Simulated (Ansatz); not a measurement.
Job for Ansatz (a quantum-chemistry and plane-wave program): R-PBE/def2-TZVPP on CH6Ge (SMILES [CH3][GeH3]), atoms moved off the minimum.

Ansatz 0.2 input:
```yaml
crystal:
  periodic: [false, false, false]
  atoms:
    - {symbol: Ge, position_ang: [-0.39383691, 0.04789964, -0.01898719]}
    - {symbol: C, position_ang: [1.52763223, -0.15928468, 0.03770320]}
    - {symbol: H, position_ang: [-1.01474872, -0.86102445, -1.07879636]}
    - {symbol: H, position_ang: [-0.74237535, 1.47676432, -0.32137780]}
    - {symbol: H, position_ang: [-1.00265813, -0.31449840, 1.37209732]}
    - {symbol: H, position_ang: [1.76543571, -1.18583275, 0.24923277]}
    - {symbol: H, position_ang: [2.02113616, 0.45011059, 0.76906704]}
    - {symbol: H, position_ang: [2.03009234, 0.07199769, -0.91592403]}
basis:
  gaussian:
    orbitals: def2-TZVPP
hamiltonian:
  xc: {name: PBE}
scf: {lower_state_search: off}
output: {forces: true}
```

Give the final energy of this run.

-2118.3377 hartree.
